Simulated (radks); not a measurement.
The numbers below are computed, except where a source is named.
Spherical quantum dot in the effective-mass picture: electrons in a parabolic well V = omega^2 r^2 / 2 with omega = 0.262, all in effective atomic units (hartree* = m*/eps^2 hartree, bohr* = eps/m* bohr), one dielectric constant everywhere. Level of theory: non-relativistic Kohn-Sham, LDA (Slater exchange, Perdew-Wang correlation), spin-polarised, spherical densities (a radial shooting solver with Libxc functionals). Levels are named by radial order and angular momentum (1s, 1p, 1d, 2s, ...), and open shells are averaged over m.

N = 23, configuration 1s2 1p6 1d10 2s2 1f(up 3, down 0). This is the lowest configuration that the search found. Occupied and some empty levels:

level,occupation,eigenvalue (hartree*),<r> (bohr*)
1s up,1,4.6935,4.363
1s down,1,4.7019,4.271
1p up,3,4.7613,5.111
1p down,3,4.7728,5.067
1d up,5,4.8488,5.617
1d down,5,4.8619,5.600
2s up,1,4.8974,4.449
2s down,1,4.9043,4.498
1f up,3,4.9529,6.013
1f down,0,4.9666,6.011
2p up,0,5.0226,5.046
2p down,0,5.0298,5.061
1g up,0,5.0714,6.347
1g down,0,5.0851,6.355
2d up,0,5.1562,5.566
2d down,0,5.1641,5.568

Energy (hartree*): total 68.0248, kinetic 4.0384, external 24.173, Hartree 44.645, exchange-correlation -4.8320.

Electron density:

r (bohr*),n(r) (e/bohr*^3)
0.499,0.02258
1.06,0.02078
1.61,0.01842
2.17,0.01635
2.72,0.01531
3.28,0.01555
3.84,0.01671
4.39,0.01787
4.95,0.01798
5.50,0.01631
6.06,0.01291
6.62,0.008708
7.17,0.004902
7.73,0.002270
8.29,0.0008593
8.84,0.0002642
9.40,0.00006644
9.96,0.00001361
10.5,2.296e-06
11.1,3.148e-07
